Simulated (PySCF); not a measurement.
**Energy of Os²⁺ (osmium, charge +2) between two integer charges**

The 5d beta orbital of [Xe] 4f14 5d6 is emptied in steps (occupation f), with all orbitals relaxed, ending at [Xe] 4f14 5d5. All numbers are calculated (PySCF 2.14, scalar relativity through the core potential, in aug-cc-pVDZ-PP with ECP60MDF (5s5p4d2f, 54 functions)). The exact energy is a straight line in f; departures are measured from the line between the end points of the same method.

```
  f  PBE0 (eV)  r2SCAN (eV)  LC-wPBE (eV)
  1      0.000        0.000         0.000
0.8     -0.607       -0.771        -0.141
0.6     -0.912       -1.144        -0.212
0.4     -0.912       -1.125        -0.211
0.2     -0.607       -0.732        -0.141
  0      0.000        0.000         0.000
```

```csv
method,E(f=0) − E(f=1) (eV),−ε at f=1 (eV),−ε at f=0.4 (eV)
PBE0,26.753,22.964,27.516
r2SCAN,26.457,21.601,27.505
LC-wPBE,26.701,25.822,26.879
```

Orbital energy along the path (eV):

```json
{"f": "1", "PBE0": "-22.964", "r2SCAN": "-21.601", "LC-wPBE": "-25.822"}
{"f": "0.8", "PBE0": "-24.470", "r2SCAN": "-23.599", "LC-wPBE": "-26.171"}
{"f": "0.6", "PBE0": "-25.990", "r2SCAN": "-25.582", "LC-wPBE": "-26.525"}
{"f": "0.4", "PBE0": "-27.516", "r2SCAN": "-27.505", "LC-wPBE": "-26.879"}
{"f": "0.2", "PBE0": "-29.038", "r2SCAN": "-29.315", "LC-wPBE": "-27.230"}
{"f": "0", "PBE0": "-30.518", "r2SCAN": "-30.795", "LC-wPBE": "-27.577"}
```

Reference removal energy between the ground levels: 25 ± 1.6 eV (theoretical estimate listed by NIST; NIST Atomic Spectra Database, ionization energies). The calculation has no spin-orbit coupling. The determinant left behind need not be the lowest term of the ion.
